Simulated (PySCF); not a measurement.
**Löwdin shares of the frontier orbitals**

Compound: 1-chloropropan-2-yl acetate, C5H9ClO2.
Numbering: `[CH3:1][C:2](=[O:3])[O:4][C@H:5]([CH3:6])[CH2:7][Cl:8]` (hydrogens: H9, H10, H11 on C1; H12 on C5; H13, H14, H15 on C6; H16, H17 on C7)

Computed, not measured: TDDFT CAM-B3LYP/def2-SVPD, vertical, gas phase, core orbitals frozen in the response (PySCF 2.14.0, density-fitted response routines). One conformer (not necessarily the lowest) at the PBE0-D3(BJ)/def2-SVP geometry, without solvent, vibrations or thermal averaging. Torsions of this conformer, `[CH3:1][C:2](=[O:3])[O:4][C@H:5]([CH3:6])[CH2:7][Cl:8]`: C1–C2–O4–C5 -178°, C2–O4–C5–C6 -162°, O4–C5–C7–Cl8 58°.

Frontier orbitals with the atoms that hold most of them (Löwdin shares over 4%, at most four atoms; ? is withheld):

| orbital | ε (eV) | atoms |
| --- | --- | --- |
| LUMO+2 | 1.46 | Cl8 44%, C7 13%, H17 8%, O3 7% |
| LUMO+1 | 1.21 | C2 28%, O3 22%, Cl8 11%, O4 10% |
| LUMO | ? | ? |
| HOMO | -9.63 | O3 49%, Cl8 17%, O4 8%, C1 6% |
| HOMO-1 | -9.98 | Cl8 69%, C7 11%, O3 8% |
| HOMO-2 | -10.01 | Cl8 54%, O3 13%, C7 10%, C5 7% |
| HOMO-3 | -10.63 | O4 37%, O3 22%, Cl8 15%, C2 6% |

(1) Give the leading atoms of the LUMO.

(2) What is the LUMO energy, and the HOMO–LUMO gap?

## Answers

(1) C2 (bonded to C and 2 O) 13%; Cl8 (bonded to C) 10%; C1 (bonded to C and 3 H) 10%; C6 (bonded to C and 3 H) 9%. By element: carbon 32% or more, chlorine 10%.

(2) ε(LUMO) = 1.08 eV; the gap is 10.70 eV (0.3934 hartree).

**Question.** The HOMO–LUMO gap is 10.70 eV. Where does the response calculation put the lowest singlet, and from which orbitals?

**Answer.** S1 is at 5.94 eV (f = 0.0009), 4.76 eV below the gap, made of HOMO→LUMO+1 (57%), HOMO→LUMO+2 (10%), HOMO-2→LUMO+1 (9%). Its leading pair isn't HOMO and LUMO; the energies of that pair differ by 10.83 eV. 

Next come S2 at 7.40 eV (f 0.0029), HOMO-1→LUMO+2 (32%), HOMO→LUMO+2 (16%), HOMO-1→LUMO+1 (16%); S3 at 7.51 eV (f 0.0073), HOMO-2→LUMO+2 (36%), HOMO-2→LUMO+1 (16%), HOMO-1→LUMO+2 (12%); S4 at 7.83 eV (f 0.015), HOMO→LUMO (69%); S5 at 8.13 eV (f 0.131), HOMO-3→LUMO+1 (27%), HOMO-2→LUMO (20%), HOMO-2→LUMO+1 (12%).

On an Arm Neoverse V1 with one thread, no GPU (shared host), this took 87 s.
